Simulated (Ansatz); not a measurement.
Reaction (ligand exchange at the Si–N bond): `CC(S)N[SiH3]` + `O[AsH2]` → `[SiH3]O[AsH2]` + `CC(N)S`

Calculated with Ansatz (gas phase, PBE0-D4/def2-TZVP geometries, no zero-point term in ΔE). CCSD(T)/CBS is the MP2 limit (def2-TZVPP, def2-QZVPP) plus CCSD(T) − MP2 in def2-TZVPP, frozen cores. DFT in def2-TZVPP. B3LYP here is the variant with VWN-RPA as its local correlation; programs differ in this. For As outer-core shells are correlated without core-valence functions, which leaves a few kJ/mol of doubt a bond. Scalar relativity is left out up to krypton. Each species was taken in one conformer, which may not be the lowest.

```csv
level,ΔE (kJ/mol),difference from CCSD(T)/CBS
PBE-D4,-27.8,10.0
r2SCAN-D4,-34.1,3.7
PBE0-D4,-31.6,6.2
B3LYP-D4,-35.8,2.0
ωB97X-V,-37.6,0.2
ωB97M-V,-37.1,0.7
B2PLYP,-40.2,-2.4
PBE,-30.7,7.1
r2SCAN,-35.2,2.6
PBE0,-34.3,3.5
B3LYP,-40.2,-2.4
HF/def2-TZVPP,-53.4,-15.6
MP2/def2-TZVPP,-37.3,0.5
SCS-MP2/def2-TZVPP,-41.0,-3.2
CCSD/def2-TZVPP,-40.8,-3.0
CCSD(T)/def2-TZVPP,-38.4,-0.6
HF/def2-QZVPP,-54.2,-16.4
MP2/def2-QZVPP,-37.2,0.6
SCS-MP2/def2-QZVPP,-40.8,-3.0
HF/CBS(def2),-54.4,-16.6
MP2/CBS(def2),-36.7,1.1
CCSD/CBS(def2),-40.3,-2.5
CCSD(T)/CBS,-37.8,0
```

Largest T1 diagnostic among the species: 0.012.

From PBE to PBE0 (25 % exact exchange), in def2-TZVPP and without D4, ΔE moves by −3.5 kJ/mol. In def2-TZVPP, CCSD(T) changes the Hartree–Fock value by +15.0 kJ/mol (the triples alone add +2.4 kJ/mol) and MP2 by +16.1 kJ/mol. The D4 term adds +4.4 kJ/mol with B3LYP and +2.7 kJ/mol with PBE0; it sums over pairs of atoms, weighted by their polarisabilities, and B3LYP, whose exchange is more repulsive, gets the larger term.
